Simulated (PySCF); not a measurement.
In(H)(NHMe)2, SMILES [NH](C)[InH][NH]C at its PBE0/def2-SVP optimised geometry (Å):

```
14

In     0.6582    -0.5280     0.0000
H      2.3684    -0.5280     0.0000
N     -0.4450     1.1696     0.0000
C      0.0242     2.5290     0.0060
H     -1.4561     1.0981     0.0053
H     -0.2981     3.1007     0.8997
H     -0.3048     3.1100    -0.8793
H      1.1260     2.5591     0.0019
N     -0.4631    -2.2141    -0.0054
C     -1.8959    -2.3321    -0.0028
H      0.0105    -3.1100    -0.0016
H     -2.2925    -2.8514     0.8931
H     -2.2924    -2.8717    -0.8864
H     -2.3684    -1.3366    -0.0145
```

Level of theory: PBE0/def2-TZVP, def2 effective core potentials past Kr in PySCF. The core electrons that the potentials of In replace are not part of the density. Cells within 0.4 Å of a nucleus heavier than hydrogen are left out (blank, or x).

Map of the electron localisation function on the plane z = 0.0 Å:

```
|00000000000000000000000000000|
|00000000000000000000000000000|
|00000000000000000000000000000|
|00000000000000000000000000000|
|00000000000011100010000000000|
|00000000000134322577100000000|
|00000000000256548999700000000|
|00000000000254x39999800000000|
|00000000000142x39999700000000|
|00000000232258857997000000000|
|00000002789865741100000000000|
|000000038999xx551000000000000|
|0000000069996x861114788300000|
|00000000036557412238999910000|
|00000000000022267429999950000|
|000003786100015xx729999970000|
|000007999910115xx629999970000|
|00001799994033145328999940000|
|00000389995368721237999810000|
|000000378x484x751113787100000|
|000000132xx9xx651000120000000|
|00000014624668983000000000000|
|00000013664249997100000000000|
|00000001331028997200000000000|
|00000000110006886100000000000|
|00000000000001551000000000000|
|00000000000000000000000000000|
|00000000000000000000000000000|
|00000000000000000000000000000|
```
Scale: ten equal steps from 0.000 (start of '0') to 1.000 (end of '9'), in the order '0123456789'; x runs from -5.50 to 5.50, y from -5.50 (bottom) to 5.50 (top).
